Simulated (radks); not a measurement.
Question: Ionisation of neutral krypton, [Kr], to [Ar] 3d10 4s2 4p5 as the strength of local exchange is varied. Method: scalar-relativistic Kohn-Sham, Slater X-alpha exchange (alpha = 2/3 is LDA exchange), no correlation, spin-unpolarised, spherical densities, point nucleus; computed with a radial shooting solver on a logarithmic mesh with Libxc functionals.

alpha  E(Kr) (hartree)  exchange (hartree)  IE (eV)  -e of the level emptied (eV)  <r> of it (bohr)
0.553      -2768.30350           -73.97962   11.694                    6.870 (4p)             2.018
0.667      -2783.61325           -89.71376   13.114                    8.133 (4p)             1.964
0.674      -2784.55602           -90.68524   13.203                    8.213 (4p)             1.961
0.692      -2786.98171           -93.18618   13.435                    8.421 (4p)             1.953
0.769      -2797.38153          -103.93081   14.444                    9.331 (4p)             1.919
0.88       -2812.43972          -119.55127   15.954                   10.705 (4p)             1.874
1.021      -2831.68031          -139.61685   17.964                   12.554 (4p)             1.821
?          -2812.57574          -119.69270   15.968                   10.718 (4p)             1.873

Which alpha was used in the last row?

Answer: alpha = 0.881. NIST Atomic Spectra Database: 14.000 eV (measured). The Delta-SCF value meets it near alpha = 0.74. Spin polarisation and multiplet splitting are left out, so open shells lie too high by an amount that depends on their filling.

Beside tabulated values, note that spin-unpolarised runs miss the spin-polarisation part of the exchange energy of open shells.
